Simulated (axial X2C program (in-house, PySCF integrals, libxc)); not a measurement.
# Curves of DyS⁺ from open-shell CI on f9 s0

Computed with an in-house all-electron X2C program for linear molecules (integrals from PySCF): two-component X2C with atomic mean-field Coulomb and Gaunt terms, basis Dy dyall-v3z, S dyall-v3z (cores contracted in-house). Orbitals come from Hartree–Fock averaged over the configuration Dy f9 s0; CI then distributes these electrons over the f, s shells of Dy.

Scan along the bond; masses Dy 163.929 u, S 31.972 u. Energies in cm⁻¹ from the lowest point; levels are followed by energy order within each Ω. Lowest level at 2.238 Å: 100% f9.

| R (Å) | (1)Ω=15/2 | (1)Ω=13/2 | (1)Ω=11/2 | (1)Ω=9/2 | (1)Ω=7/2 |
| --- | --- | --- | --- | --- | --- |
| 2.081 | 3587 | 3956 | 4178 | 4323 | 4436 |
| 2.160 | 849 | 1208 | 1450 | 1622 | 1756 |
| 2.238 | 0 | 349 | 601 | 790 | 938 |
| 2.328 | 751 | 1087 | 1344 | 1544 | 1701 |
| 2.417 | 2831 | 3154 | 3409 | 3612 | 3772 |
| 2.518 | 6300 | 6606 | 6854 | 7055 | 7213 |
| 2.641 | 11501 | 11785 | 12018 | 12208 | 12359 |

(1) Fit the curves (1)Ω=15/2, (1)Ω=13/2, (1)Ω=11/2, (1)Ω=9/2, (1)Ω=7/2 near their minima.

The 5 lowest curves are shown; the next is (1)Ω=5/2, from 1053 cm⁻¹.

There is no dynamic correlation: spin–orbit spacings and, for f shells, spacings inside one term are the most reliable numbers, splittings between terms come out too wide, and energies between configurations are not reliable, so the lowest level need not be the ground state of the molecule. At most 4 roots were kept for each Ω > 0 (twice that for Ω = 0) within 2.2 eV of the lowest, so higher up levels can be missing between those listed; levels with Ω > 0 are doubly degenerate and listed once, Ω = 0 levels singly. States that fill the shells left empty in the average are placed too high.

## Answers

(1) From the open-shell CI curves, Te from the lowest:

```json
{"level": "(1)Ω=15/2", "Te (cm⁻¹)": "0", "Re (Å)": "2.242", "ωe (cm⁻¹)": "535.2"}
{"level": "(1)Ω=13/2", "Te (cm⁻¹)": "348", "Re (Å)": "2.243", "ωe (cm⁻¹)": "534.5"}
{"level": "(1)Ω=11/2", "Te (cm⁻¹)": "601", "Re (Å)": "2.243", "ωe (cm⁻¹)": "533.7"}
{"level": "(1)Ω=9/2", "Te (cm⁻¹)": "791", "Re (Å)": "2.242", "ωe (cm⁻¹)": "532.9"}
{"level": "(1)Ω=7/2", "Te (cm⁻¹)": "939", "Re (Å)": "2.241", "ωe (cm⁻¹)": "532.4"}
```

Without dynamic correlation distances can be off by several hundredths of an Å (long for ionic bonds, short for multiple bonds) and the wavenumbers are rough.
